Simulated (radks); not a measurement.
Task: Se27+, configuration [He] 2s2 2p3. Method: scalar-relativistic Kohn-Sham, PBE, spin-polarised, spherical densities, point nucleus; open shells are filled with parallel spins first; computed with a radial shooting solver on a logarithmic mesh with Libxc functionals. Some entries of the table are withheld. Estimate them.

| orbital | occ. | eigenvalue (hartree) | <1/r> (bohr^-1) |
|---|---|---|---|
| 1s up | 1 | -522.1289 | 34.61 |
| 1s down | 1 | -521.3371 | 34.65 |
| 2s up | 1 | -112.8553 | 8.083 |
| 2s down | 1 | -111.4683 | 8.023 |
| 2p up | 3 | (1) | 7.893 |
| 2p down | 0 | (2) | 7.852 |
| 3s up | 0 | -46.54101 | 3.386 |
| 3s down | 0 | -46.16988 | 3.366 |
| 3p up | 0 | -44.83889 | 3.314 |
| 3p down | 0 | -44.42833 | 3.297 |

Result: 
(1) 2p up eigenvalue (hartree): -107.4864
(2) 2p down eigenvalue (hartree): -105.8282
